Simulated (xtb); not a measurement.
xtb input:

```bash
xtb mol.xyz --gfn 2 --ohess tight --chrg 0 --uhf 0
```
mol.xyz:
```
7

O      1.48960178    -0.99644918    -0.67089831
C      0.87951047     0.01116377    -0.19229073
C     -0.55922999    -0.00760547     0.13850175
F     -0.73296854     0.33054113     1.45031639
F     -1.25456275    -1.17903820    -0.06512296
F     -1.23897978     0.95882852    -0.61866309
H      1.40810493     0.92073646    -0.08911761
```

### Question
What final total energy does it print?

### Answer
-23.01268 Eh (GFN2-xTB).
